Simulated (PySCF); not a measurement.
Gas-phase reaction: SnH2 + HCl → SnHCl + 2 H

Computed with PySCF and rigid-rotor harmonic-oscillator thermochemistry at 1 bar. † marks an energy on the PBE0/def2-TZVP geometry and frequencies; other levels use their own. MP2 freezes the core. Open shells (unrestricted): H (multiplicity 2); the rest are closed-shell singlets. Sn: scalar-relativistic def2 core potential, no spin-orbit coupling. SnH2, SnHCl: computed as isolated molecules; such fragments, hydroxides, amides, oligomers or adducts are transient or little studied in the gas. MP2 isn't extrapolated to the basis-set limit; its ΔH°(298 K) is 276.5 kJ in def2-SVP and 283.2 kJ in def2-TZVPP. The harmonic model lacks anharmonicity and excited electronic states, which grow with temperature; levels with a mode under 35 cm⁻¹ are left out.

ΔH° and ΔS° at 298 K: BLYP/def2-TZVP† 303 kJ, 87 J/K; MP2/def2-TZVPP† 283 kJ, 87 J/K; PBE/def2-SVP 283 kJ, 87 J/K; PBE0/def2-QZVP† 293 kJ, 87 J/K; r2SCAN/def2-TZVP† 293 kJ, 87 J/K.

With the heat capacities included, give log10 K (1 bar) at 500, 600, 1200, 1400, 2000 K from BLYP/def2-TZVP†, MP2/def2-TZVPP†, PBE/def2-SVP, PBE0/def2-QZVP†, r2SCAN/def2-TZVP†.


```tsv
T (K)	BLYP/def2-TZVP†	MP2/def2-TZVPP†	PBE/def2-SVP	PBE0/def2-QZVP†	r2SCAN/def2-TZVP†
500	-27.0	-24.9	-24.9	-25.9	-25.9
600	-21.6	-19.9	-19.9	-20.7	-20.7
1200	-8.0	-7.1	-7.1	-7.6	-7.6
1400	-6.0	-5.3	-5.3	-5.6	-5.6
2000	-2.4	-1.9	-1.9	-2.1	-2.1
```
